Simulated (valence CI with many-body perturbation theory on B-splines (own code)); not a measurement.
# Tl XXXIII: M1 decay

Level of theory: relativistic CI+MBPT: three valence electrons over a frozen Dirac-Fock core [Kr] 4d10, a basis of 7 s, 7 p, 7 d, 7 f, 4 g, 2 h functions for each j, with the one-electron correlation potential Σ1 (screened to all orders), the two-electron term Σ2, the three-electron term Σ3, Breit, model QED; selected single and double excitations, second order for the rest, scaled by the run's own slope (own B-spline code, finite nucleus).

The last digits are not significant, and no measured levels were compared; by estimate large intervals hold to a few tenths of a per cent, small ones and those within an open d or f shell to about a per cent. Excitations out of the core, of the other parity, are not computed and may begin above about 193 eV (a cautious bound); beyond it only levels of the ground parity were kept, without lifetimes.

Lines 1 to 50 of 120 in falling wavelength, among levels below 193.44 eV, chosen from the decays that carry over 1 % of a level's rate. Wavelengths and rates use the calculated energies. S is in atomic units (e²a₀⁴ for E2 and M2, e²a₀⁶ for E3), for M1 in squared Bohr magnetons. Weak lines are less certain than strong ones. Lines between different terms over intervals too small for the method are left out, as are lines whose strength nearly cancels.

Levels are named by their leading jj configuration (3d3/2^4 stands for four electrons in 3d with j = 3/2), which in mixed levels can hold well under half, so a name can repeat and another be missing. Letters in brackets count levels of one name in rising energy.

```csv
λ vac (Å),Upper,Lower,Type,A (s⁻¹),S (a.u.)
6412,(4f5/2^2 4f7/2) J=5/2 [a],(4f5/2^3) J=5/2,M1,3.34e+01,1.96e+00
6310,(4f5/2^2 4f7/2) J=7/2 [a],(4f5/2^2 4f7/2) J=9/2,M1,4.93e+01,3.67e+00
6277,(4f5/2 4f7/2^2) J=9/2 [a],(4f5/2^2 4f7/2) J=7/2 [b],M1,5.50e+01,5.04e+00
6113,(4f5/2^2 4f7/2) J=3/2 [a],(4f5/2^3) J=5/2,M1,1.84e+01,6.24e-01
5163,(4f5/2^2 4f7/2) J=15/2 [b],(4f5/2 4f7/2^2) J=13/2 [a],M1,4.88e+01,3.99e+00
4672,(4f5/2 4f7/2^2) J=3/2 [a],(4f5/2^2 4f7/2) J=5/2 [b],M1,1.26e+02,1.90e+00
4619,(4f5/2 4f7/2^2) J=1/2,(4f5/2 4f7/2^2) J=3/2 [a],M1,1.58e+02,1.15e+00
4618,(4f5/2^2 4f7/2) J=15/2 [a],(4f5/2^2 4f7/2) J=13/2,M1,2.12e+02,1.24e+01
4458,(4f5/2^2 4f7/2) J=5/2 [b],(4f5/2^2 4f7/2) J=7/2 [b],M1,5.74e+01,1.13e+00
4283,(4f5/2^3) J=5/2,(4f5/2^3) J=3/2,M1,8.96e+01,1.57e+00
3997,(4f7/2^3) J=9/2,(4f5/2 4f7/2^2) J=9/2 [c],M1,6.61e+01,1.56e+00
3832,(4f5/2 4f7/2^2) J=11/2 [a],(4f5/2 4f7/2^2) J=13/2 [a],M1,2.35e+01,5.89e-01
3684,(4f5/2^2 4f7/2) J=9/2,(4f5/2^2 4f7/2) J=11/2 [a],M1,1.16e+02,2.15e+00
3424,(4f5/2^2 4f7/2) J=13/2,(4f5/2^2 4f7/2) J=11/2 [a],M1,8.71e+02,1.81e+01
3376,(4f5/2 4f7/2^2) J=9/2 [c],(4f5/2 4f7/2^2) J=7/2 [a],M1,5.56e+01,7.94e-01
3345,(4f5/2 4f7/2^2) J=11/2 [b],(4f5/2 4f7/2^2) J=9/2 [b],M1,3.90e+02,6.50e+00
3209,(4f5/2 4f7/2^2) J=9/2 [b],(4f5/2^2 4f7/2) J=7/2 [b],M1,4.90e+02,6.01e+00
3184,(4f5/2^2 4f7/2) J=7/2 [b],(4f5/2^2 4f7/2) J=9/2,M1,2.44e+01,2.34e-01
3175,(4f5/2 4f7/2^2) J=9/2 [a],(4f5/2^2 4f7/2) J=7/2 [a],M1,1.36e+02,1.62e+00
3104,(4f5/2 4f7/2^2) J=13/2 [b],(4f5/2 4f7/2^2) J=11/2 [a],M1,9.83e+01,1.53e+00
3100,(4f5/2 4f7/2^2) J=7/2 [a],(4f5/2^2 4f7/2) J=7/2 [b],M1,6.32e+01,5.59e-01
3023,(4f5/2^2 4f7/2) J=7/2 [b],(4f5/2^3) J=5/2,M1,1.18e+03,9.70e+00
2871,(4f5/2 4f7/2^2) J=5/2 [a],(4f5/2^2 4f7/2) J=3/2 [b],M1,2.86e+02,1.50e+00
2865,(4f5/2^2 4f7/2) J=1/2,(4f5/2^2 4f7/2) J=3/2 [a],M1,2.25e+02,3.92e-01
2864,(4f5/2^2 4f7/2) J=3/2 [b],(4f5/2^2 4f7/2) J=3/2 [a],M1,6.20e+02,2.16e+00
2803,(4f5/2^2 4f7/2) J=3/2 [b],(4f5/2^2 4f7/2) J=5/2 [a],M1,9.48e+01,3.09e-01
2648,(4f5/2 4f7/2^2) J=7/2 [b],(4f5/2 4f7/2^2) J=7/2 [a],M1,3.41e+01,1.88e-01
2573,(4f5/2 4f7/2^2) J=7/2 [b],(4f5/2 4f7/2^2) J=9/2 [b],M1,3.42e+01,1.73e-01
2568,(4f5/2^2 4f7/2) J=5/2 [a],(4f5/2^3) J=3/2,M1,9.85e+02,3.71e+00
2519,(4f5/2^2 4f7/2) J=3/2 [a],(4f5/2^3) J=3/2,M1,9.49e+02,2.25e+00
2505,(4f5/2^2 4f7/2) J=5/2 [b],(4f5/2^2 4f7/2) J=5/2 [a],M1,1.56e+02,5.47e-01
2452,(4f5/2^2 4f7/2) J=15/2 [b],(4f5/2^2 4f7/2) J=15/2 [a],M1,9.36e+02,8.18e+00
2397,(4f5/2^2 4f7/2) J=11/2 [a],(4f5/2^3) J=9/2,M1,2.51e+03,1.54e+01
2321,(4f5/2 4f7/2^2) J=13/2 [a],(4f5/2^2 4f7/2) J=13/2,M1,4.82e+02,3.13e+00
2281,(4f5/2^2 4f7/2) J=11/2 [b],(4f5/2^2 4f7/2) J=13/2,M1,1.96e+02,1.04e+00
2273,(4f5/2 4f7/2^2) J=17/2,(4f5/2^2 4f7/2) J=15/2 [b],M1,5.82e+02,4.56e+00
2249,(4f5/2 4f7/2^2) J=5/2 [b],(4f5/2 4f7/2^2) J=3/2 [a],M1,1.83e+02,4.63e-01
2216,(4f5/2 4f7/2^2) J=11/2 [b],(4f5/2 4f7/2^2) J=9/2 [a],M1,1.07e+02,5.18e-01
2178,(4f5/2^2 4f7/2) J=11/2 [b],(4f5/2^2 4f7/2) J=9/2,M1,5.76e+02,2.65e+00
2177,(4f5/2 4f7/2^2) J=9/2 [c],(4f5/2 4f7/2^2) J=9/2 [a],M1,1.13e+03,4.33e+00
2148,(4f5/2 4f7/2^2) J=11/2 [b],(4f5/2^2 4f7/2) J=11/2 [b],M1,1.26e+03,5.55e+00
2140,(4f5/2 4f7/2^2) J=9/2 [b],(4f5/2^2 4f7/2) J=7/2 [a],M1,6.89e+02,2.50e+00
2125,(4f7/2^3) J=9/2,(4f5/2 4f7/2^2) J=11/2 [a],M1,3.01e+02,1.07e+00
2115,(4f5/2 4f7/2^2) J=1/2,(4f5/2^2 4f7/2) J=3/2 [b],M1,1.33e+03,9.34e-01
2114,(4f5/2 4f7/2^2) J=1/2,(4f5/2^2 4f7/2) J=1/2,M1,2.38e+02,1.67e-01
2113,(4f5/2 4f7/2^2) J=11/2 [b],(4f5/2 4f7/2^2) J=13/2 [a],M1,2.27e+01,9.53e-02
2112,(4f5/2 4f7/2^2) J=9/2 [a],(4f5/2^2 4f7/2) J=9/2,M1,1.08e+03,3.76e+00
2111,(4f5/2 4f7/2^2) J=9/2 [c],(4f5/2^2 4f7/2) J=11/2 [b],M1,4.18e+01,1.46e-01
2101,(4f5/2 4f7/2^2) J=7/2 [b],(4f5/2^2 4f7/2) J=5/2 [b],M1,1.27e+03,3.51e+00
2091,(4f5/2 4f7/2^2) J=7/2 [a],(4f5/2^2 4f7/2) J=7/2 [a],M1,8.84e+02,2.40e+00
```
